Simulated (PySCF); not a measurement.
**How methods differ on the ionisation energy of S³⁺**

S³⁺ [Ne] 3s2 3p1 (2P) → S⁴⁺ [Ne] 3s2 (1S), as a difference of total energies. Computed with PySCF 2.14 in an even-tempered Gaussian basis (21 s from 0.028 bohr⁻², ratio 2.5; 14 p from 0.036 bohr⁻², ratio 2.5; 6 d from 0.67 bohr⁻², ratio 2.7; 5 f from 1 bohr⁻², ratio 2.7), with scalar relativity by spin-free X2C-1e. Correlated levels: outer shells: 1s2 frozen; virtual orbitals above 40 to 60 times the deepest correlated orbital energy dropped. The calculations carry no spin-orbit coupling.

| method | ionisation energy (eV) |
| --- | --- |
| UHF | 46.627 |
| PBE0 | 47.393 |
| r2SCAN | 47.499 |
| M06 | 47.162 |
| M06-2X | 47.165 |
| MP2 (outer shells) | 47.029 |
| SCS-MP2 (outer shells) | 47.005 |

Estimate what PBE gives.

47.379 eV, closest to PBE0 among the rows shown.

Estimate what LDA gives.

47.342 eV, closest to PBE0 among the rows shown.

A first-order spin-orbit estimate (lowest level to lowest level, LS coupling) adds 0.071 eV.

For comparison: 47.222 ± 0.012 eV (semi-empirical (NIST evaluation); NIST Atomic Spectra Database, ionization energies).
